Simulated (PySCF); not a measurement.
A structure optimised at PBE-D3(BJ)/def2-SVP, used in a PySCF frequency run:

```xyz
9

Bi    -0.1271    -0.2692     0.0000
C      2.1037     0.3061     0.0000
H      2.5966    -0.0976    -0.9060
H      2.5966    -0.0976     0.9060
H      2.1881     1.4116     0.0000
O     -0.5971     0.9904    -1.6497
H      0.0508     1.7227    -1.6768
O     -0.5971     0.9904     1.6497
H      0.0508     1.7227     1.6768
```
Charge 0, spin multiplicity 1.

Q: Write its SMILES, formula and point group.

A: [CH3][Bi]([OH])[OH], CH5BiO2, Cs

Q: What are its rotational constants (standard atomic weights)?

A: 3.6001, 3.3935, 2.8035 GHz
